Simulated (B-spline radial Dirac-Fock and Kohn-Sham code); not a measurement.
# Rh⁺: non-radiative channels of the M4 vacancy

System: rhodium as Rh⁺ in the configuration [Kr] 4d6 5s2 (not the ground configuration).

Input file task.json (cfg lists n, l and occupation; rrms is the nuclear radius in fm):

```json
{"items": [{
  "Z": 45,
  "q": 1,
  "cfg": [[1, 0, 2], [2, 0, 2], [2, 1, 6], [3, 0, 2], [3, 1, 6], [3, 2, 10], [4, 0, 2], [4, 1, 6], [4, 2, 6], [5, 0, 2]],
  "A": 103,
  "rrms": 4.4945,
  "do": ["binding", "quiet", "decay"],
  "holes": ["K", "L1", "L2", "L3", "M1", "M2", "M3", "M4", "M5", "N1", "N2", "N3"]
}]}
```

Command: `python xray_run.py task.json out`

Model: one-electron (LDA, Dirac) transition rates at Dirac-Fock energies. Program: a radial B-spline solver. Kinetic energies are configuration averages from the vacuum level; the two-hole energies are estimated from single-hole states.

```
transition  kinetic energy (eV)  width (meV)  share (%)
   M4-N1N1                93.43         1.04        0.5
   M4-N1N2                131.8         7.24        3.3
   M4-N1N3                136.0         7.96        3.6
   M4-N2N3                170.0         7.51        3.4
   M4-N3N3                173.8         3.47        1.6
   M4-N1N4                185.7         34.9       15.7
   M4-N1N5                186.2         6.18        2.8
   M4-N2N5                221.6         2.26        1.0
   M4-N2N4                221.9         25.3       11.4
   M4-N3N4                225.3         56.7       25.5
   M4-N3N5                226.2         2.38        1.1
   M4-N4N4                275.6         19.9        9.0
   M4-N4N5                276.1         41.4       18.6
   M4-N5N5                276.6        0.700        0.3
   M4-N4O1                289.8         4.21        1.9
```

The listed channels hold 99 % of the non-radiative rate. Summed by principal shells, of 0.222 eV in all: MNN 97.6 %, MNO 2.4 %.

Values without a named source are computed, but for edge energies of neutral atoms, which are taken from tables.
